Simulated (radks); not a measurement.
Values are calculated unless marked as measured or tabulated.
Ionisation of neutral xenon, [Xe], to [Kr] 4d10 5s2 5p5 as the strength of local exchange is varied. Level of theory: Dirac Kohn-Sham, Slater X-alpha exchange (alpha = 2/3 is LDA exchange), no correlation, spin-unpolarised, spherical densities, point nucleus (a radial shooting solver on a logarithmic mesh with Libxc functionals).

alpha  E(Xe) (hartree)  exchange (hartree)  IE (eV)  -e of the level emptied (eV)  <r> of it (bohr)
0.556      -7409.97619          -146.17331    9.823                 5.741 (5p3/2)             2.445
0.612      -7424.71276          -161.20351   10.417                 6.270 (5p3/2)             2.411
0.667      -7439.21357          -176.01992   11.014                 6.807 (5p3/2)             2.379
0.713      -7451.36237          -188.45334   11.525                 7.268 (5p3/2)             2.353
0.879      -7495.36135          -233.63590   13.449                 9.024 (5p3/2)             2.267
1.044      -7539.33969          -279.03299   15.485                10.906 (5p3/2)             2.191

NIST Atomic Spectra Database: 12.130 eV (measured). The Delta-SCF value meets it near alpha = 0.77. Spin polarisation and multiplet splitting are left out, so open shells lie too high by an amount that depends on their filling.

Beside tabulated values, note that spin-unpolarised runs miss the spin-polarisation part of the exchange energy of open shells.
